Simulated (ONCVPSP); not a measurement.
## LDA (Perdew-Wang 92) ONCV dataset for rhodium (Rh), non-relativistic all-electron reference.

rhodium (Rh), optimised norm-conserving Vanderbilt (ONCV), made with ONCVPSP 4.0.1 (LDA (Perdew-Wang 92), non-relativistic). Core [Ar] 3d10, reference 4s2 4p6 4d8 5s0.5 (charge +0.5). Waves: 4s+5s: rc 1.45 bohr, ncon 5, nbas 9, qcut 7.5 1/bohr, 2 projectors; 4p: rc 1.45 bohr, ncon 3, nbas 7, qcut 11.6 1/bohr, 1 projector; 4d: rc 2.20 bohr, ncon 3, nbas 8, qcut 7.8 1/bohr, 1 projector. Local part: polynomial inside 1.20 bohr (lpopt 4, dvloc0 3 Ha). Core correction: Teter function, fcfact 5, rcfact 1.4.

Poles of the logarithmic derivatives, all-electron (AE) and pseudo (PS). s: poles at -2.0 (AE) and -2.0 (PS) Ha. p: poles at -0.8 (AE) and -0.8, 4.7 (PS) Ha. d: poles at -0.1, 4.1 (AE) and -0.1, 4.5 (PS) Ha. Test radii: s 1.48, p 1.48, d 2.23 bohr.

- Cutoffs needed: 40 Ha and 69 Ha (the cutoffs (Ha) at which the residual kinetic energy of the hardest occupied pseudo-wave falls to 1 and 0.1 mHa per electron)
- Ghost test: no bound ghost flagged; no localised positive-energy state flagged
- Largest excitation error: +6.6 meV (all-electron minus pseudo) for 4s2 4p6 4d7 5s1, out of 4 test configurations
- rms error of d²Exc/dni dnj: 3.19 mHa without and 0.34 mHa with the model core
